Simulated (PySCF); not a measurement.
C₂Cl₂F₂. Atoms are numbered in the order given.

```xyz
6

F      1.7236    -0.4490     0.0000
C      0.3973    -0.5475     0.0000
Cl    -0.2264    -2.1486     0.0000
C     -0.3973     0.5475     0.0000
F     -1.7236     0.4490     0.0000
Cl     0.2264     2.1486     0.0000
```
Charge 0, spin multiplicity 1.

The structure is a stationary point at PBE-D3(BJ)/def2-SVP.

The numbers are results of PBE-D3(BJ)/def2-SVP in PySCF, not measurements.

Frequencies are harmonic and unscaled.

Question: Give all harmonic wavenumbers and intensities. (Estimate from the structure and the level; the computed values follow.)

Answer: 
```csv
mode,ν (cm⁻¹),IR (km/mol),moving atoms (share of kinetic energy)
1,129,0.2,"F 47 %, Cl 45 %"
2,170,1.9,"F 47 %, Cl 42 %, C 11 %"
3,284,0.0,"Cl 50 %, F 47 %"
4,351,0.1,"C 74 %, F 24 %"
5,414,0.0,"Cl 64 %, F 34 %"
6,418,1.1,"F 57 %, Cl 32 %, C 11 %"
7,508,0.0,C 95 %
8,630,0.0,"F 73 %, C 15 %, Cl 13 %"
9,863,191.5,"C 77 %, Cl 19 %"
10,1183,0.0,"C 81 %, F 17 %"
11,1231,311.4,"C 64 %, F 36 %"
12,1722,0.0,C 97 %
```
